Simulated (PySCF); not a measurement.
**V+ (vanadium, charge +1) across methods**

[Ar] 3d3 4s1, high-spin 5F determinant (an excited configuration). All numbers are calculated (PySCF 2.14, scalar relativity by spin-free X2C-1e, in aug-cc-pVDZ-DK (7s6p4d2f, 59 functions)).

| method | E (hartree) | mean ε 3p β (eV) | mean ε 3d α (eV) | mean ε 4s α (eV) | Σ⟨r²⟩ (bohr²) | ⟨S²⟩ |
| --- | --- | --- | --- | --- | --- | --- |
| r2SCAN | -948.894 | -50.500 | -14.436 | -11.667 | 27.51 | 6.001 |
| B3LYP | -948.944 | -51.866 | -15.499 | -12.022 | 27.58 | 6.001 |
| UHF | -947.92960 | -59.036 | -21.349 | -13.732 | 28.01 | 6.002 |
| LC-wPBE | -948.747 | -55.057 | -18.709 | -14.233 | 27.57 | 6.001 |
| revPBE | -948.826 | -49.713 | -13.912 | -11.385 | 27.73 | 6.000 |
| M06-2X | -948.904 | -55.151 | -17.673 | -12.827 | 27.55 | 6.001 |
| PBE0 | -948.722 | -52.378 | -15.925 | -12.122 | 27.63 | 6.001 |
| LDA | -946.694 | -49.805 | -13.961 | -11.693 | 27.58 | 6.000 |
| PBE | -948.688 | -49.727 | -13.936 | -11.460 | 27.70 | 6.000 |
